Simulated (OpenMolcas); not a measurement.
# Nb3+: ligand-field states by method

Nb3+ with 6 ligands (bromide) in octahedral coordination (Oh) at 2.77 Å. A charge of +0.5 e stands 2.6 Å behind each ligand. Ligand basis ANO-RCC-VDZP.

```json
{
  "Program": "OpenMolcas 26.06",
  "Basis": "ANO-RCC-VDZP [6s5p3d1f]",
  "Scalar Hamiltonian": "DKH2, point nucleus",
  "Active space": "2 electrons in 5 orbitals (4d)",
  "State averaging": "2S+1 = 3 even, 10 roots; 2S+1 = 1 even, 15 roots",
  "Spin-orbit coupling": "RASSI with atomic mean-field integrals over the reference wave functions"
}
```

I. CASSCF
II. SS-CASPT2, IPEA 0.25 Eh, imaginary shift 0.1 Eh (closed shells correlated: 4s 4p and the ligand valence shells)

Spin-free states (labels of O, the rotations of Oh) in cm-1, each column counted from its own energy of the first state listed:

| State | Degeneracy | I | II |
| --- | --- | --- | --- |
| 3T1 | 3 | 0 | 0 |
| 1T2 | 3 | 9542 | 6850 |
| 1E | 2 | 9739 | 7320 |
| 3T2 | 3 | 10886 | 12330 |
| 3T1 | 3 | 19152 | 18180 |
| 1A1 | 1 | 19883 | 15710 |
| 1T2 | 3 | 21000 | 19700 |
| 3A2 | 1 | 23032 | 25880 |
| 1T1 | 3 | 23036 | 21640 |
| 1E | 2 | 32622 | 32610 |
| 1A1 | 1 | 45138 | 41070 |

From I to II, I's first state of the same spin (3T2) moves from 10886 to 12330 cm-1, by about +1400 cm-1.

From I to II, I's first state of another spin (1T2) moves from 9542 to 6850 cm-1, by about -2700 cm-1.

I: A least-squares ligand-field fit to the states below 45000 cm-1, each weighted by its degeneracy and with a free common offset, gives 10Dq = 11656 cm-1, B = 622 cm-1 and C = 2520 cm-1 (C/B = 4.05), with an rms deviation of 244 cm-1. The same method and metal basis give the free ion B = 760 cm-1 (fit to its terms below 60000 cm-1, rms deviation 30 cm-1), so the nephelauxetic ratio is β = 622 / 760 = 0.82; it hangs on how both fits weigh the states, and computed free-ion B values tend to be too large, so β mixes covalency with correlation.

II: A least-squares ligand-field fit to the states below 45000 cm-1, each weighted by its degeneracy and with a free common offset, gives 10Dq = 12937 cm-1, B = 460 cm-1 and C = 1826 cm-1 (C/B = 3.97), with an rms deviation of 283 cm-1. The same method and metal basis give the free ion B = 703 cm-1 (fit to its terms below 60000 cm-1, rms deviation 565 cm-1), so the nephelauxetic ratio is β = 460 / 703 = 0.65; it hangs on how both fits weigh the states, and computed free-ion B values tend to be too large, so β mixes covalency with correlation.

From I to II, 10Dq changes by +11 %, B by -26 % and C by -28 %.

χT at 300 K: I 0.43, II 0.42 cm3 K/mol.

Roots that are degenerate in the reference are averaged as groups; the widest CASPT2 spread within a group is 190 cm-1 (the 3-fold group of multiplicity 3 near 18200 cm-1 above the lowest state of its run, II). Shifts and gaps below about the spread of the groups concerned are not significant. Over all roots computed the reference weight is 0.68 to 0.69 in II; a low but even weight reflects the number of correlated electrons. An orbital triplet at a regular site is open to Jahn-Teller coupling, which can distort the site and quench the lowest spin-orbit gaps and is left out. The least metal-like active orbital is 81 % on the metal (Löwdin) and no ligand orbital is active, so the numbers are rough. Ligand-to-metal charge-transfer states are missing. With no ligand orbital active B as a rule stays too high, so bands that hang on it stand too high and its fall with covalency is understated. Without dynamic correlation the repulsion within the d shell is too large (B by tens of per cent), so at a given field states of lower spin stand too high (holds for I). With metal d orbitals alone the field can be off either way by tens of per cent (holds for I). With one d shell and no ligand orbital active, 10Dq can be off by a tenth or more (holds for II). The distance lies 5 % over the 2.63 Å that this model takes as the normal distance (a Shannon-type radius plus a fixed donor radius); by an R⁻⁵ law this alone changes a d-shell field by about -23 %. No measured value stands beside these numbers; the geometry is a model, was not optimised and need not be the one that this ion takes.
